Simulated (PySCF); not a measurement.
Isomers of C6H7FN2Si, one GFN2-xTB conformer each. Single-point energies are computed at PBE0/pcSseg-1 (PySCF, gas phase, no added dispersion term), electronic only.

Question: Rank them by PBE0/pcSseg-1 energy, lowest first (kcal/mol).
A. `[N:1]#[C:2]/[CH:3]=[C:4](/[CH2:5][C:6]#[N:7])[CH2:8][SiH2:9][F:10]` with C3–C4–C5–C6 116°, C3–C4–C8–Si9 90°, C4–C8–Si9–F10 58°
B. `[CH3:1][C@H:2]([F:3])/[C:4]([C:5]#[N:6])=[C:7](/[SiH3:8])[C:9]#[N:10]` with C1–C2–C4–C5 62°
C. `[N:1]#[C:2]/[CH:3]=[C:4](\[CH2:5][C:6]#[N:7])[CH2:8][SiH2:9][F:10]` with C3–C4–C5–C6 -119°, C3–C4–C8–Si9 -93°, C4–C8–Si9–F10 -59°
D. `[CH3:1][SiH2:2]/[C:3]([C:4]#[N:5])=[C:6](/[C:7]#[N:8])[CH2:9][F:10]` with C1–Si2–C3–C4 4°, C3–C6–C9–F10 -8°

Answer: A (0.0), C (0.6), D (41.4), B (46.6).

As drawn, the lowest has an Si–F bond, which the highest lacks. Neighbours under 2.5 kcal/mol apart (N#C/C=C(/CC#N)C[SiH2]F and N#C/C=C(\CC#N)C[SiH2]F) can change places with a better method, another conformer or zero-point energy. N#C/C=C(/CC#N)C[SiH2]F and N#C/C=C(\CC#N)C[SiH2]F are stereoisomers, 0.6 kcal/mol apart in the conformers taken. GFN2-xTB itself gives, in the same order: 0.0, 0.4, 51.3, 44.5. Both levels put the same isomer lowest; measured from each level's own lowest isomer, the values differ by up to 9.9 kcal/mol (C[SiH2]/C(C#N)=C(/C#N)CF: 51.3 against 41.4).

Q: Which frontier levels, dipoles and rotational constants go with these structures?

A: 
```json
{"SMILES": "N#C/C=C(/CC#N)C[SiH2]F", "HOMO (eV, PBE0/pcSseg-1)": "-8.13", "LUMO (eV)": "-1.96", "dipole (D)": "2.65", "A, B, C (MHz)": "1124, 927.7, 581.8"}
{"SMILES": "N#C/C=C(\\CC#N)C[SiH2]F", "HOMO (eV, PBE0/pcSseg-1)": "-8.12", "LUMO (eV)": "-1.97", "dipole (D)": "5.56", "A, B, C (MHz)": "1295, 775.1, 570.5"}
{"SMILES": "C[SiH2]/C(C#N)=C(/C#N)CF", "HOMO (eV, PBE0/pcSseg-1)": "-8.46", "LUMO (eV)": "-2.96", "dipole (D)": "4.99", "A, B, C (MHz)": "1376, 983.0, 582.2"}
{"SMILES": "C[C@H](F)/C(C#N)=C(/[SiH3])C#N", "HOMO (eV, PBE0/pcSseg-1)": "-8.71", "LUMO (eV)": "-3.14", "dipole (D)": "1.86", "A, B, C (MHz)": "1383, 913.8, 622.2"}
```
